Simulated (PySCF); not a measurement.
C2H6AlClS. Atoms are numbered in the order given.

```xyz
11

Al    -0.1194     0.3598     0.3445
Cl     0.8036     2.2354     0.0311
C     -1.3273     0.0635     1.8433
H     -2.3313    -0.2337     1.4960
H     -1.4348     0.9757     2.4509
H     -0.9592    -0.7416     2.5016
S      0.3962    -1.1619    -1.1254
C     -0.5762    -2.6176    -0.5366
H     -1.1481    -2.4012     0.3757
H      0.1184    -3.4440    -0.3334
H     -1.2728    -2.9200    -1.3303
```
Charge 0, spin multiplicity 1.

Coordinates come from a B3LYP-D3(BJ)/def2-SVP optimisation. The structure was generated by enumeration; whether it is a known compound was not checked. The values are those of a single conformer.

Level of theory: TDA-PBE/def2-SVPD (PySCF).

Vertical excitations. 

```
state  energy (eV)  λ (nm)      f                          main pairs
-----  -----------  ------  -----  ----------------------------------
S1            4.88     254  0.025                    HOMO→LUMO+1 99 %
S2            5.17     240  0.063                      HOMO→LUMO 87 %
S3            5.48     226  0.001  HOMO→LUMO+2 73 %, HOMO−1→LUMO 26 %
S4            5.57     222  0.000  HOMO−1→LUMO 73 %, HOMO→LUMO+2 25 %
S5            5.92     209  0.181                  HOMO−1→LUMO+1 85 %
S6            6.26     198  0.001                  HOMO−1→LUMO+2 96 %
S7            6.37     195  0.000                    HOMO−2→LUMO 98 %
S8            6.52     190  0.006                  HOMO−2→LUMO+1 97 %
S9            6.58     188  0.009                    HOMO→LUMO+3 94 %
S10           6.66     186  0.003                    HOMO→LUMO+4 96 %
T1            4.34     286      0                      HOMO→LUMO 99 %
T2            4.64     267      0                    HOMO→LUMO+1 98 %
T3            5.06     245      0                    HOMO→LUMO+2 98 %
T4            5.28     235      0                    HOMO−1→LUMO 97 %
```
Triplets are in the Tamm–Dancoff approximation.
